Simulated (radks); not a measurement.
The numbers below are computed, except where a source is named.
Ionisation of the potassium ion K+, [Ar], to K2+, [Ne] 3s2 3p5, under several functionals. Non-relativistic Kohn-Sham, spin-unpolarised, spherical densities, point nucleus; a radial shooting solver on a logarithmic mesh with Libxc functionals.

functional,E(K+) (hartree),Exc (hartree),IE (eV),-e(HOMO) (eV),<r> HOMO (bohr),IE error (eV)
"LDA (Slater exchange, Perdew-Zunger correlation)",-598.03025,-31.52984,32.016,24.983,1.428,+0.391
exchange-only LDA,-596.56295,-30.03047,30.472,23.480,1.436,-1.153
XLYP,-599.92339,-33.47214,31.833,24.791,1.430,+0.208
PBEsol,-598.75598,-32.27897,31.882,24.842,1.427,+0.257
SOGGA,-598.62864,-32.15041,31.789,24.750,1.428,+0.164
PBE,-599.54697,-33.09166,31.943,24.896,1.427,+0.318
BLYP,-599.76669,-33.31201,31.795,24.753,1.430,+0.170

NIST Atomic Spectra Database: 31.625 eV (measured). Closest: SOGGA. The Delta-SCF values span 1.54 eV, the total energies 3.36 hartree. The highest occupied level is 3p. Spin polarisation and multiplet splitting are left out, so open shells lie too high by an amount that depends on their filling.

Beside tabulated values, note that spin-unpolarised runs miss the spin-polarisation part of the exchange energy of open shells.
